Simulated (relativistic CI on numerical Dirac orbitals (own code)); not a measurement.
## Ions with 12 electrons, Mg I to Ga XX

Calculated at this level of theory: Dirac-Coulomb-Breit CI, orbitals from a KLI potential per configuration, QED by a radiative potential, unscaled Slater integrals (own radial code, finite nucleus).

CI space (outside the closed core [Ne]): 3s², 3s3p, 3p², 3s3d, 3d², 3p3d, 3p4s. Levels of other configurations are missing.

Energies above each ion's lowest level, in eV. Levels are followed by their leading LS label, which can pass from one level to another where the coupling changes.

```tsv
Ion	3s² ¹S0	3s3p ³P°0	3s3p ³P°1	3s3p ³P°2	3s3p ¹P°1	3s3d ¹D2	3s3d ³D3
Mg I	0	2.4835	2.4859	2.4908	4.7806	5.4822	5.6908
Al II	0	4.3911	4.3984	4.4132	7.7329	14.601	11.712
Si III	0	6.2987	6.3142	6.3457	10.558	21.497	17.676
P IV	0	8.1951	8.2228	8.2795	13.331	28.186	23.515
S V	0	10.081	10.126	10.218	16.078	34.657	29.231
Cl VI	0	11.958	12.026	12.168	18.813	40.959	34.852
Ar VII	0	13.83	13.928	14.135	21.545	47.144	40.403
K VIII	0	15.699	15.836	16.126	24.283	53.252	45.913
Ca IX	0	17.567	17.752	18.148	27.034	59.316	51.402
Sc X	0	19.435	19.678	20.207	29.805	65.362	56.89
Ti XI	0	21.306	21.618	22.31	32.603	71.413	62.395
V XII	0	23.179	23.574	24.463	35.436	77.486	67.93
Cr XIII	0	25.056	25.547	26.673	38.309	83.598	73.511
Mn XIV	0	26.938	27.539	28.948	41.23	89.764	79.151
Fe XV	0	28.826	29.552	31.294	44.207	95.998	84.862
Co XVI	0	30.719	31.586	33.721	47.247	102.31	90.657
Ni XVII	0	32.62	33.644	36.236	50.36	108.73	96.549
Cu XVIII	0	34.528	35.725	38.847	53.553	115.25	102.55
Zn XIX	0	36.443	37.831	41.565	56.837	121.89	108.67
Ga XX	0	38.368	39.961	44.397	60.221	128.68	114.93
```

The lowest level keeps the configuration 3s² and J = 0 throughout.

Between Z = 28 and 31 the energy of 3s3p ³P°0 follows a local power law Z^1.6. For orientation: electrostatic splittings inside a shell grow about linearly with the screened charge, excitations that change n as its square, and fine structure as its fourth power; written in Z itself the exponents are larger, since the screened charge grows faster in proportion.

The members near neutrality are the least accurate: they can be off by several eV, miss lower levels of configurations outside the list, or start from a wrong lowest level.
